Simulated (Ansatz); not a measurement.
Reactions of `C#[C][Ga]([CH3])[C]#C`.

Computed with Ansatz on PBE0-D4/def2-TZVP structures; ΔE is electronic, products minus reactants. CCSD(T)/CBS is the MP2 limit (def2-TZVPP, def2-QZVPP) plus CCSD(T) − MP2 in def2-TZVPP, frozen cores. def2 core potentials past Kr. For Ga, In, Sn outer-core shells are correlated without core-valence functions, which leaves a few kJ/mol of doubt a bond. Scalar relativity is left out up to krypton. One conformer a species, not always the lowest.

| reaction | CCSD(T)/CBS(def2) (kJ/mol) |
| --- | --- |
| `C#[C][Ga]([CH3])[C]#C` + `[NH2][SnH2][OH]` → `C#C[O][SnH2][NH2]` + `C#[C][GaH][CH3]` | 106 |
| `C#[C][Ga]([CH3])[C]#C` + `[NH2][InH2]` → `C#[C][InH][NH2]` + `C#[C][GaH][CH3]` | 12 |
| `C#[C][Ga]([CH3])[C]#C` + `[SiH3]S` → `C#CS[SiH3]` + `C#[C][GaH][CH3]` | ? |
| `C#[C][Ga]([CH3])[C]#C` + `[F][InH][F]` → `C#[C][In]([F])[F]` + `C#[C][GaH][CH3]` | 31 |

Fill in the missing values. (Best estimate.)

Ansatz gave: `C#[C][Ga]([CH3])[C]#C` + `[SiH3]S` → `C#CS[SiH3]` + `C#[C][GaH][CH3]`: +85.4 kJ/mol.

Largest T1 diagnostic: 0.017, for `[F][InH][F]`.
